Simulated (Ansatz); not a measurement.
Z-matrix (Å, degrees):
```
Si
Br 1 2.189
C 1 1.807 2 122.4
F 1 1.587 2 108.8 3 -148.4
C 1 1.807 2 122.4 3 63.2
H 3 1.086 1 120.3 2 -147.1
H 3 1.085 1 121.1 2 3.1
H 5 1.085 1 121.0 2 -3.1
H 5 1.086 1 120.3 2 147.1
```

Total charge 0; spin multiplicity 1.

(1) List the B3LYP/def2-TZVPP orbital energies in eV (Ansatz). (Best estimate.)

## Answers

(1) The calculation gave: Occupied: -13139.52, -1800.68, -1701.17, -1532.87, -1532.81, -1532.81, -671.94, -277.02, -277.01, -236.95, -177.82, -177.63, -177.63, -145.06, -100.44, -100.38, -100.34, -72.11, -72.05, -72.05, -71.89, -71.89, -32.91, -21.90, -21.23, -16.68, -15.02, -13.17, -13.03, -12.60, -12.35, -11.10, -10.45, -9.03, -8.87, -8.52, -7.16. Lowest empty: -0.41, 0.51, 0.85, 1.21, 2.04, 2.15, 2.56, 3.87.

B3LYP here is the variant with VWN-RPA as its local correlation; programs differ in this.
